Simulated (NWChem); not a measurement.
System: SiBrF, singlet; SMILES F[Si]Br

```xyz
3

Si     0.6445    -1.1609     0.0000
F     -0.7685    -1.9470     0.0000
Br    -0.0438     1.0207     0.0000
```
Atoms are numbered in this order, from 1.

All runs: NWChem. Pople sets run with spherical d functions. Low-valent species are run as closed-shell singlets; no triplet was tried in these runs. Structure relaxed at the B3LYP/6-31G* (spherical d) level. Vzz is the largest principal value of the second derivative of the potential at the nucleus (NWChem prints the opposite sign); η is the asymmetry. Non-relativistic.

```tsv
level	Vzz Br3 (a.u.)	η Br3
Hartree-Fock/6-31G*	(withheld)	0.57
Hartree-Fock/def2-SVP	2.807	0.56
PBE/6-31G*	2.341	0.81
PBE/cc-pVTZ	2.425	0.82
```

What belongs in the gaps?


- Hartree-Fock/6-31G*, Vzz Br3 (a.u.): 2.518
